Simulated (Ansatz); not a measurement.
Two structures, one formula

Two relaxed structures of SiH$_{3}$ClOF (charge +1), closed shell (PBE0-D4/def2-TZVP; forces vanish, vibrations not checked).

A:

O1  (0.073, 0.299, -0.997)
Si2  (-0.573, -0.077, 0.385)
F3  (-0.407, 0.886, 1.598)
Cl4  (0.859, -1.735, 1.152)
H5  (0.681, -1.560, 2.426)
H6  (0.786, 0.912, -1.201)
H7  (-1.843, -0.785, 0.306)
(Å)

B:

O1  (0.422, 0.229, -0.920)
Si2  (-0.465, -0.182, 0.603)
F3  (-0.423, 1.205, 1.312)
Cl4  (0.687, -1.583, 1.382)
H5  (1.269, -0.190, -1.147)
H6  (0.310, 1.079, -1.379)
H7  (-1.799, -0.557, 0.150)
(Å)

Program: Ansatz 0.2.0. Basis: def2-TZVPP. Cores are frozen in the correlated methods. B3LYP uses VWN-RPA correlation.

(1) Which structure is lower at CCSD(T), and by how much? (Judge from chemistry; the value comes from the calculation.)

No T1 diagnostic of these runs exceeds 0.012.

## Answers

(1) Computed: B, by 17.95 kcal/mol (electronic energy, against the other). By their contacts, A is SiH₃ClOF ([OH][SiH]([F])[ClH]), total charge +1 and B is SiH₃ClOF ([OH2][SiH]([F])[Cl]), total charge +1.

All methods give the same order:

```
   method  E(B) − E(A) (kcal/mol)
   PBE-D4                  -16.32
r2SCAN-D4                  -17.62
  PBE0-D4                  -18.35
 B3LYP-D4                  -16.89
  wB97M-V                  -18.19
       HF                  -20.42
      MP2                  -18.46
     CCSD                  -18.30
  CCSD(T)                  -17.95
```

Labels in which every atom is bracketed show which atoms are joined, not bond orders.

For scale, one of the runs: CCSD(T)/def2-TZVPP, 188 basis functions, launched by `ansatz run in.yaml --threads 2 --pin off --events-out ev --progress --plain --max-ram 4352MiB`. Time: 67 s of wall clock on 2 CPU threads of an Arm Neoverse V1; the host was shared. Peak host memory: 1.9 GiB.
